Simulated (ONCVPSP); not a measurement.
**nitrogen: one change to an ONCV potential, before and after**

ONCVPSP 4.0.1 input, shortened (lines: element, Z, core and valence counts, functional; n l f; lmax; l rc ep ncon nbas qcut; lloc lpopt rc5 dvloc0; l nproj debl; icmod fcfact rcfact), LDA (Perdew-Wang 92), non-relativistic:

```
  N 7.00    1    2  -001012      upf
    1    0    2.00
    2    0    2.00
    2    1    3.00
    2
    0    0.70    0.00    4    9    9.70
    1    1.50    0.00    3    7   11.10
    2    1.30    0.02    4    8    7.50
    0    5    0.70    0.00
    0    0    1.70
    1    2    3.90
    2    2    1.90
    3    5.00    1.65
```

All-electron outer shells of the reference configuration (LDA (PZ), non-relativistic, ld1.x):

| shell | level (eV) | outermost node (bohr) | outermost maximum (bohr) |
| --- | --- | --- | --- |
| 1s | -381.29 | – | 0.15 |
| 2s | -18.40 | 0.32 | 1.02 |
| 2p | -7.25 | – | 0.97 |

Change: s: qcut 11.6; p: qcut 13.3; d: qcut 9.

Cutoffs: the cutoffs (Ha) at which the residual kinetic energy of the hardest occupied pseudo-wave falls to 1 and 0.1 mHa per electron; they do not see the model core or the augmentation charge, which bear on the density cutoff. Errors are all-electron minus pseudo energies relative to the spin-unpolarised reference configuration.

How do hardness, ghosts and transferability respond?

The potential gets neither clearly harder nor softer (47 Ha and 445 Ha → 56 Ha and 390 Ha); the lowest positive-energy flag moves from none to d at 4.1 eV; of the 4 tests that both files solve, the error grows in 0 and shrinks in 3 by more than 15 % and 0.3 meV (median size 50.7 → 43.5 meV); neither file shows a bound ghost.

```tsv
quantity	base	changed
cutoff, loose	47 Ha	56 Ha
cutoff, tight	445 Ha	390 Ha
loose cutoff by channel	s 47 Ha, p 32 Ha	s 56 Ha, p 34 Ha
bound ghosts	none	none
GHOST(+) flags under 300 eV	none	d at 4.1 eV
error for 2s2 2p2, meV [ΔE 13.74 eV]	+7.8	+6.3
error for 2s2 2p1, meV [ΔE 42.71 eV]	+65	+52
error for 2s2 2p0, meV [ΔE 89.89 eV]	+255	+201
error for 2s0 2p5, meV [ΔE 22.39 eV]	+36	+35
s: phases at 0.71 bohr within 0.05 rad from the reference energy up to (Ha; the scan ends near 5)	to the end of the scan	4.7
p: phases at 1.52 bohr within 0.05 rad from the reference energy up to (Ha; the scan ends near 5)	to the end of the scan	to the end of the scan
d: phases at 1.32 bohr within 0.05 rad from the reference energy up to (Ha; the scan ends near 5)	to the end of the scan	to the end of the scan
rms error of d²Exc/dni dnj with the model core, mHa	0.91	0.92
```
